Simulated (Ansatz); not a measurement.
One change: `N[Si](F)(F)Cl` becomes `F[Si](F)(Cl)[S][GeH2][Cl]`.

Ansatz, PBE0-D4/def2-TZVP geometries, multiplicity 1. Each molecule was computed in one conformer, which needn't be the lowest.

Scalar relativity is left out up to krypton.

```csv
property,`N[Si](F)(F)Cl`
size of the dipole moment (B3LYP/def2-TZVPP) / D,2.75
HOMO–LUMO gap (B3LYP/def2-TZVPP) / eV,8.32
LUMO energy (ωB97M-V/def2-TZVPP) / eV,1.95
LUMO energy (PBE/def2-TZVPP) / eV,-0.43
LUMO energy (B3LYP/def2-TZVPP) / eV,0.09
HOMO energy (PBE/def2-TZVPP) / eV,-6.97
```

(1) What does the change do to each property? (Estimate.)

## Answers

(1) The calculation gave: 
| property | `F[Si](F)(Cl)[S][GeH2][Cl]` | shift |
| --- | --- | --- |
| size of the dipole moment (B3LYP/def2-TZVPP) / D | 2.17 | -0.58 |
| HOMO–LUMO gap (B3LYP/def2-TZVPP) / eV | 6.75 | -1.57 |
| LUMO energy (ωB97M-V/def2-TZVPP) / eV | 0.87 | -1.08 |
| LUMO energy (PBE/def2-TZVPP) / eV | -1.99 | -1.56 |
| LUMO energy (B3LYP/def2-TZVPP) / eV | -1.35 | -1.44 |
| HOMO energy (PBE/def2-TZVPP) / eV | -7.11 | -0.14 |

With PBE0 the HOMO rises by 0.12 eV and the LUMO falls by 1.53 eV, so the gap narrows by about 1.65 eV. PBE moves the HOMO by -0.14 eV and ωB97M-V by 0.33 eV. Dipoles are sizes alone; their direction can turn.

B3LYP here is the variant with VWN-RPA as its local correlation; programs differ in this.
